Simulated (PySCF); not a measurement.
ethoxymethyl(methyl)silane (C₄H₁₂OSi), SMILES CCOC[SiH2]C. Atoms are numbered in the order given.

```xyz
18

C     -3.2636     0.2689    -0.0280
C     -1.8280     0.6897    -0.2735
O     -1.0847    -0.4459    -0.6549
C      0.2938    -0.1996    -0.8775
Si     1.3474    -0.2852     0.7157
C      3.1523     0.0955     0.3140
H     -3.6894    -0.1884    -0.9344
H     -3.8804     1.1374     0.2506
H     -3.3143    -0.4721     0.7845
H     -1.7796     1.4604    -1.0727
H     -1.4013     1.1542     0.6387
H      0.4499     0.7662    -1.4032
H      0.6549    -0.9826    -1.5677
H      0.8361     0.6879     1.7274
H      1.2206    -1.6549     1.2950
H      3.7820     0.0231     1.2150
H      3.2603     1.1141    -0.0927
H      3.5485    -0.6126    -0.4318
```
Charge 0, spin multiplicity 1.

Geometry optimised at B3LYP-D3(BJ)/def2-SVP. The values are those of a single conformer.

Computed with PySCF with PBE0/pcSseg-1.

GIAO shieldings, no solvent; atoms listed in one row are averaged. δ = σ(ref) − σ: ¹³C against TMS (σ = 186.3 ppm); ¹⁷O against H2O (σ = 334.2 ppm); ²⁹Si against TMS (σ = 352.7 ppm); ¹H against TMS (σ = 31.56 ppm), references at their B3LYP-D3(BJ)/def2-TZVP geometries, non-relativistic.

Task: Estimate the chemical shifts. (The exact figures need the calculation; the answer reports its results.)

Result: 
```csv
nucleus,atoms,count,δ (ppm)
¹³C,C2,1,71.1
¹³C,C4,1,63.0
¹³C,C1,1,19.7
¹³C,C6,1,-7.4
¹⁷O,O3,1,21.4
²⁹Si,Si5,1,-51.6
¹H,H14,1,4.58
¹H,H15,1,4.25
¹H,H13,1,4.14
¹H,H11,1,3.75
¹H,H10,1,3.32
¹H,H12,1,3.24
¹H,"H7, H8, H9",3,1.49
¹H,"H16, H17, H18",3,0.37
```
